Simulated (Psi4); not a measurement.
Job for Psi4: SAPT0/jun-cc-pV(D+d)Z on C2H8OSi (a complex), monomers drawn apart or pushed together.

```
memory 1800 MB

molecule dimer {
0 1
C     0.63587372    0.57709716    0.24900637
C    -0.04035375   -0.56029346    0.14687972
H     0.16449819    1.49099140    0.59027097
H     1.68603613    0.64070066   -0.00892310
H     0.42937169   -1.47330580   -0.19833528
H    -1.09180839   -0.62224085    0.40077639
--
0 1
O     0.62403889   -0.50495930    3.76115359
Si   -0.69067890    0.23255013    4.42641709
H     0.70054406   -0.46455079    2.79934002
H    -0.72187678    1.68654463    4.12205357
H    -0.58948994    0.03413045    5.88625803
H    -1.96286046   -0.35350978    3.93062157
units angstrom
symmetry c1
no_reorient
no_com
}

set {
  basis jun-cc-pV(D+d)Z
  scf_type df
  freeze_core true
}

energy('sapt0')
```

Program output:

```
[...]
==> Input File <==

--------------------------------------------------------------------------
memory 1800 MB

molecule dimer {
0 1
C     0.63587372    0.57709716    0.24900637
C    -0.04035375   -0.56029346    0.14687972
H     0.16449819    1.49099140    0.59027097
H     1.68603613    0.64070066   -0.00892310
H     0.42937169   -1.47330580   -0.19833528
H    -1.09180839   -0.62224085    0.40077639
--
0 1
O     0.62403889   -0.50495930    3.76115359
Si   -0.69067890    0.23255013    4.42641709
H     0.70054406   -0.46455079    2.79934002
H    -0.72187678    1.68654463    4.12205357
H    -0.58948994    0.03413045    5.88625803
H    -1.96286046   -0.35350978    3.93062157
units angstrom
symmetry c1
no_reorient
no_com
}

set {
  basis jun-cc-pV(D+d)Z
  scf_type df
  freeze_core true
}

energy('sapt0')
--------------------------------------------------------------------------


   => Loading Basis Set <=

    Name: JUN-CC-PV(D+D)Z
    Role: ORBITAL
    Keyword: BASIS
    atoms 1-2       entry C          line   188 file jun-cc-pv_dpd_z.gbs
    atoms 3-6, 9-12 entry H          line    60 file jun-cc-pv_dpd_z.gbs
    atoms 7         entry O          line   256 file jun-cc-pv_dpd_z.gbs
    atoms 8         entry SI         line   566 file jun-cc-pv_dpd_z.gbs

   => Loading Basis Set <=

    Name: JUN-CC-PV(D+D)Z
    Role: ORBITAL
    Keyword: BASIS
    atoms 1-2       entry C          line   188 file jun-cc-pv_dpd_z.gbs
    atoms 3-6, 9-12 entry H          line    60 file jun-cc-pv_dpd_z.gbs
    atoms 7         entry O          line   256 file jun-cc-pv_dpd_z.gbs
    atoms 8         entry SI         line   566 file jun-cc-pv_dpd_z.gbs


  //>>>>>>>>>>>>>>>>>>>>>>>>>>>>>>>>>>>//
  //              Dimer HF             //
  //<<<<<<<<<<<<<<<<<<<<<<<<<<<<<<<<<<<//

   => Libint2 <=

    Primary   basis highest AM E, G, H:  7, 6, 3
    Auxiliary basis highest AM E, G, H:  7, 7, 4
    Onebody   basis highest AM E, G, H:  -, -, -
    Solid Harmonics ordering:            Gaussian


   => Loading Basis Set <=

    Name: JUN-CC-PV(D+D)Z
    Role: ORBITAL
    Keyword: BASIS
    atoms 1-2       entry C          line   188 file jun-cc-pv_dpd_z.gbs
    atoms 3-6, 9-12 entry H          line    60 file jun-cc-pv_dpd_z.gbs
    atoms 7         entry O          line   256 file jun-cc-pv_dpd_z.gbs
    atoms 8         entry SI         line   566 file jun-cc-pv_dpd_z.gbs


         ---------------------------------------------------------
                                   SCF
               by Justin Turney, Rob Parrish, Andy Simmonett
                          and Daniel G. A. Smith
                              RHF Reference
                        1 Threads,   1716 MiB Core
         ---------------------------------------------------------

  ==> Geometry <==

    Molecular point group: c1
    Full point group: C1

    Geometry (in Angstrom), charge = 0, multiplicity = 1:

       Center              X                  Y                   Z               Mass
    ------------   -----------------  -----------------  -----------------  -----------------
         C            0.635873720000     0.577097160000     0.249006370000    12.000000000000
         C           -0.040353750000    -0.560293460000     0.146879720000    12.000000000000
         H            0.164498190000     1.490991400000     0.590270970000     1.007825032230
         H            1.686036130000     0.640700660000    -0.008923100000     1.007825032230
         H            0.429371690000    -1.473305800000    -0.198335280000     1.007825032230
         H           -1.091808390000    -0.622240850000     0.400776390000     1.007825032230
         O            0.624038890000    -0.504959300000     3.761153590000    15.994914619570
         SI          -0.690678900000     0.232550130000     4.426417090000    27.976926534650
         H            0.700544060000    -0.464550790000     2.799340020000     1.007825032230
         H           -0.721876780000     1.686544630000     4.122053570000     1.007825032230
         H           -0.589489940000     0.034130450000     5.886258030000     1.007825032230
         H           -1.962860460000    -0.353509780000     3.930621570000     1.007825032230

  Running in c1 symmetry.

  Rotational constants: A =      0.32716  B =      0.01925  C =      0.01900 [cm^-1]
  Rotational constants: A =   9808.09553  B =    577.01900  C =    569.65422 [MHz]
  Nuclear repulsion =  151.338817673903804

  Charge       = 0
  Multiplicity = 1
  Electrons    = 42
  Nalpha       = 21
  Nbeta        = 21

  ==> Algorithm <==

  SCF Algorithm Type is DF.
  DIIS enabled.
  MOM disabled.
  Fractional occupation disabled.
  Guess Type is SAD.
  Energy threshold   = 1.00e-08
  Density threshold  = 1.00e-08
  Integral threshold = 1.00e-12

  ==> Primary Basis <==

  Basis Set: JUN-CC-PV(D+D)Z
    Blend: JUN-CC-PV(D+D)Z
    Number of shells: 59
    Number of basis functions: 121
    Number of Cartesian functions: 126
    Spherical Harmonics?: true
   
[...]
:  -366.16842441128011

   => Energetics <=

    Nuclear Repulsion Energy =             64.7625081188136846
    One-Electron Energy =                -635.6385335798456708
    Two-Electron Energy =                 204.7076010497518723
    Total Energy =                       -366.1684244112801139

Computation Completed


Properties will be evaluated at   0.000000,   0.000000,   0.000000 [a0]

Properties computed using the SCF density matrix


 Multipole Moments:

 ------------------------------------------------------------------------------------
     Multipole            Electronic (a.u.)      Nuclear  (a.u.)        Total (a.u.)
 ------------------------------------------------------------------------------------

 L = 1.  Multiply by 2.5417464519 to convert [e a0] to [Debye]
 Dipole X            :         13.4681057          -13.7021709           -0.2340652
 Dipole Y            :         -0.0351101            0.2242008            0.1890906
 Dipole Z            :       -206.1186737          205.5971780           -0.5214957
 Magnitude           :                                                    0.6020793

 ------------------------------------------------------------------------------------

  Constructing Basis Sets for SAPT...

   => Loading Basis Set <=

    Name: (JUN-CC-PV(D+D)Z AUX)
    Role: RIFIT
    Keyword: DF_BASIS_SAPT
    atoms 1-2       entry C          line   100 file jun-cc-pvdz-ri.gbs
    atoms 3-6, 9-12 entry H          line    30 file jun-cc-pvdz-ri.gbs
    atoms 7         entry O          line   188 file jun-cc-pvdz-ri.gbs
    atoms 8         entry SI         line   376 file jun-cc-pvdz-ri.gbs

   => Loading Basis Set <=

    Name: (JUN-CC-PV(D+D)Z AUX)
    Role: JKFIT
    Keyword: DF_BASIS_ELST
    atoms 1-2       entry C          line   146 file jun-cc-pvdz-jkfit.gbs
    atoms 3-6, 9-12 entry H          line    70 file jun-cc-pvdz-jkfit.gbs
    atoms 7         entry O          line   258 file jun-cc-pvdz-jkfit.gbs
    atoms 8         entry SI         line   506 file jun-cc-pvdz-jkfit.gbs


  //>>>>>>>>>>>>>>>>>>>>>>>>>>>>>>>>>>>//
  //               SAPT0               //
  //<<<<<<<<<<<<<<<<<<<<<<<<<<<<<<<<<<<//



        SAPT0
    Ed Hohenstein
     6 June 2009

      Orbital Information
  --------------------------
    NSO        =       121
    NMO        =       121
    NRI        =       392
    NRI (Elst) =       542
    NOCC A     =         8
    NOCC B     =        13
    FOCC A     =         2
    FOCC B     =         6
    NVIR A     =       113
    NVIR B     =       108

    Elst10,r            =    -0.004855100255 [Eh]
    Exch10              =     0.003737046534 [Eh]
    Exch10 (S^2)        =     0.003724604242 [Eh]

    Maxiter = 50
    CPHF R converge = 1.000000E-08

    Iter     Energy [mEh]          dE [mEh]         Residual      Time [s]
       1      -1.66640023       1.666400231     6.739087e-03             0
       2      -2.10536778       0.438967545     2.024295e-03             0
       3      -2.14312188       0.037754105     4.253748e-04             0
       4      -2.13481098      -0.008310904     1.257498e-04             0
       5      -2.13330365      -0.001507328     2.341395e-05             0
       6      -2.13375138       0.000447733     3.819563e-06             0
       7      -2.13372035      -0.000031036     1.315152e-06             0
       8      -2.13371471      -0.000005633     3.017197e-07             0
       9      -2.13371684       0.000002126     5.688205e-08             0
      10      -2.13371670      -0.000000142     1.294864e-08             0
      11      -2.13371666      -0.000000034     3.506385e-09             0

    CHF Iterations converged

    Maxiter = 50
    CPHF R converge = 1.000000E-08

    Iter     Energy [mEh]          dE [mEh]         Residual      Time [s]
       1      -0.12825700       0.128256998     1.769637e-03             1
       2      -0.15282076       0.024563762     5.055312e-04             1
       3      -0.15406109       0.001240327     1.591856e-04             1
       4      -0.15355398      -0.000507102     5.717318e-05             1
       5      -0.15333262      -0.000221369     8.041189e-06             1
       6      -0.15337061       0.000037998     2.036151e-06             1
       7      -0.15336939      -0.000001222     4.979693e-07             1
       8      -0.15336818      -0.000001209     1.002256e-07             1
       9      -0.15336846       0.000000273     1.679072e-08             1
      10      -0.15336843      -0.000000022     3.145409e-09             1

    CHF Iterations converged

    Ind20,r (A<-B)      =    -0.002133716663 [Eh]
    Ind20,r (B<-A)      =    -0.000153368434 [Eh]
    Ind20,r             =    -0.002287085097 [Eh]
    Exch-Ind20,r (A<-B) =     0.001357935972 [Eh]
    Exch-Ind20,r (B<-A) =     0.000078418807 [Eh]
    Exch-Ind20,r        =     0.001436354779 [Eh]
    Disp20              =    -0.002259061749 [Eh]
    Disp20 (SS)         =    -0.001129530875 [Eh]
    Disp20 (OS)         =    -0.001129530875 [Eh]
    Exch-Disp20         =     0.000276499972 [Eh]
    Exch-Disp20 (SS)    =     0.000166749345 [Eh]
    Exch-Disp20 (OS)    =     0.000109750627 [Eh]

    SAPT Results
  --------------------------------------------------------------------------------------------------------
    Electrostatics                 -4.85510025 [mEh]      -3.04662141 [kcal/mol]     -12.74706396 [kJ/mol]
      Elst10,r                     -4.85510025 [mEh]      -3.04662141 [kcal/mol]     -12.74706396 [kJ/mol]

    Exchange                        3.73704653 [mEh]       2.34503210 [kcal/mol]       9.81161432 [kJ/mol]
      Exch10                        3.73704653 [mEh]       2.34503210 [kcal/mol]       9.81161432 [kJ/mol]
      Exch10(S^2)                   3.72460424 [mEh]       2.33722445 [kcal/mol]       9.77894709 [kJ/mol]

    Induction                      -1.28256496 [mEh]      -0.80482167 [kcal/mol]      -3.36737385 [kJ/mol]
      Ind20,r                      -2.28708510 [mEh]      -1.43516757 [kcal/mol]      -6.00474110 [kJ/mol]
      Exch-Ind20,r                  1.43635478 [mEh]       0.90132623 [kcal/mol]       3.77114895 [kJ/mol]
      delta HF,r (2)               -0.43183465 [mEh]      -0.27098033 [kcal/mol]      -1.13378171 [kJ/mol]

    Dispersion                     -1.98256178 [mEh]      -1.24407630 [kcal/mol]      -5.20521523 [kJ/mol]
      Disp20                       -2.25906175 [mEh]      -1.41758265 [kcal/mol]      -5.93116581 [kJ/mol]
      Exch-Disp20                   0.27649997 [mEh]       0.17350635 [kcal/mol]       0.72595058 [kJ/mol]
      Disp20 (SS)                  -1.12953087 [mEh]      -0.70879132 [kcal/mol]      -2.96558290 [kJ/mol]
      Disp20 (OS)                  -1.12953087 [mEh]      -0.70879132 [kcal/mol]      -2.96558290 [kJ/mol]
      Exch-Disp20 (SS)              0.16674935 [mEh]       0.10463679 [kcal/mol]       0.43780035 [kJ/mol]
      Exch-Disp20 (OS)              0.10975063 [mEh]       0.06886956 [kcal/mol]       0.28815023 [kJ/mol]

  Total HF                         -2.40061869 [mEh]      -1.50641097 [kcal/mol]      -6.30282349 [kJ/mol]
  Total SAPT0                      -4.38318046 [mEh]      -2.75048727 [kcal/mol]     -11.50803872 [kJ/mol]

  Special recipe for scaled SAPT0 (see Manual):
    Electrostatics sSAPT0          -4.85510025 [mEh]      -3.04662141 [kcal/mol]     -12.74706396 [kJ/mol]
    Exchange sSAPT0                 3.73704653 [mEh]       2.34503210 [kcal/mol]       9.81161432 [kJ/mol]
    Induction sSAPT0               -1.26812210 [mEh]      -0.79575863 [kcal/mol]      -3.32945413 [kJ/mol]
    Dispersion sSAPT0              -1.97978151 [mEh]      -1.24233165 [kcal/mol]      -5.19791564 [kJ/mol]
  Total sSAPT0                     -4.36595734 [mEh]      -2.73967959 [kcal/mol]     -11.46281940 [kJ/mol]
  --------------------------------------------------------------------------------------------------------



*** Psi4 exiting successfully. Buy a developer a beer!
```

The run finished.

Cost: very roughly 5 core-seconds.
